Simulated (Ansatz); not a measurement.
C6H4Ge, SMILES `C#[C][GeH]([C]#C)[C]#C`. Charge 0, multiplicity 1.

```xyz
11

C    -2.725    0.601    0.922
C    -1.560    0.324    0.798
Ge    0.275   -0.114    0.633
C     0.445   -1.668   -0.436
C     0.562   -2.664   -1.102
C     1.178    1.318   -0.215
C     1.764    2.230   -0.740
H    -3.757    0.846    1.026
H     0.877   -0.364    2.016
H     0.663   -3.544   -1.695
H     2.279    3.037   -1.208
```

Problem. What are the harmonic wavenumbers in cm⁻¹ at PBE0-D4/def2-TZVP (Ansatz, finite differences of forces, unscaled)? (Best estimate.)

Solution. Ansatz gave: 82, 82, 93, 225, 225, 228, 361, 361, 373, 503, 538, 538, 726, 726, 727, 728, 729, 729, 742, 742, 2172, 2172, 2174, 2198, 3467, 3467, 3468.

Problem. Is this a minimum?

Solution. Yes, all 27 modes are real.

Problem. Give the ideal-gas thermochemistry at 298.15 K and 1 bar (rigid rotor, harmonic oscillator; point group C3v, symmetry number 3).

Solution. Zero-point energy 170.9 kJ/mol; H(298) − E = 197.4 kJ/mol; entropy 384.2 J/(mol·K), of which translation 171.2, rotation 111.5, vibration 101.5; G(298) − E = 82.9 kJ/mol. Modes under 100 cm⁻¹ are hindered rotations or soft bends, so the harmonic entropy is rough.

Problem. And at 400, 500, 600, 800 and 1000 K?

Solution. 
```
T (K)  H − E (kJ/mol)  S (J/mol/K)  G − E (kJ/mol)
  400           212.9        428.7            41.4
  500           229.7        466.2            -3.4
  600           247.7        499.0           -51.7
  800           286.3        554.4          -157.2
 1000           327.5        600.3          -272.8
```

Problem. Rotational constants (cm⁻¹)?

Solution. 0.06271, 0.06264, 0.03604.
